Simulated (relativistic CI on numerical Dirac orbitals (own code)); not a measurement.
**Tl XVIII: sensitivity of the levels to the model**

Base calculation: Dirac-Coulomb-Breit CI, KLI orbitals optimised for each configuration, model QED, unscaled Slater integrals.

Configuration list (outside the closed core [Kr] 4d10): 4f14 5s2 5p2, 4f14 5s 5p3, 4f14 5s2 5p 5d, 4f13 5s2 5p3, 4f14 5s 5p2 5d, 4f14 5s2 5p 5f, 4f14 5s 5p2 5f, 4f14 5s2 5p 5g, 4f14 5s2 5p 6s, 4f13 5s2 5p2 5d, 4f14 5p4, 4f13 5p5, 4f14 5s2 5d2, 4f14 5s 5d3, 4f14 5s 5d2 5f, 4f14 5s2 5f2, 4f14 5s 5d 5f2, 4f14 5s 5f3. Double excitations out of closed p, d and f shells are left out; levels of such configurations are missing from the list, as are those of other unlisted configurations, and high levels can miss mixing partners. Some configurations lack a partner that the ground configuration has and come out too high, among them 4f13 5s2 5p2 5d.

The lowest level and the first level of each name with at least 55 % of one term (blank where a level has no safe partner in the second run):

| Level | Base (cm⁻¹) | Shift (cm⁻¹) |
| --- | --- | --- |
| 4f14 5s2 5p2 3P_0 | 0 | 0 |
| 4f14 5s2 5p2 3P_1 | 194643 | +5 |
| 4f14 5s2 5p2 1D_2 | 211358 | +11 |
| 4f14 5s2 5p2 3P_2 | 419043 | +22 |
| 4f14 5s2 5p2 1S_0 | 456349 | +25 |
| 4f13 5s2 5p3 3D_1 | 697615 | +4387 |
| 4f14 5s2 5p 5d 3F°_2 | 754316 | +1991 |
| 4f14 5s 5p3 3D°_3 | 757632 | +1208 |
| 4f14 5s 5p3 3P°_0 | 795126 | +1106 |
| 4f14 5s2 5p 5d 3F°_3 | 842165 | +2020 |
| 4f13 5s2 5p3 5F_5 | 867221 | +4386 |
| 4f13 5s2 5p3 3H_6 | 894236 | +4386 |
| 4f13 5s2 5p3 1P_1 | 895815 | +4385 |
| 4f13 5s2 5p3 5F_1 | 903312 | +4385 |

At this charge transitions that keep the count of f electrons are usually good to a few per cent. Levels that differ in their count of f electrons can be misplaced by several ten thousand cm⁻¹, since the correlation energy of f electrons is missing or only estimated; rates across such gaps can be off by orders of magnitude.

Problem. One thing was changed in a second run, which moved the levels as shown. Which?
A. QED terms removed
B. configuration mixing switched off
C. Breit term removed
D. P86 correlation estimate

Solution. D. P86 correlation estimate. A correlation estimate moves all levels of a configuration together before mixing; mixed levels move by a weighted share.

LS names give the leading component of a level, which can be under half, so a name can repeat, a term be missing and a line seem to break the LS rules.
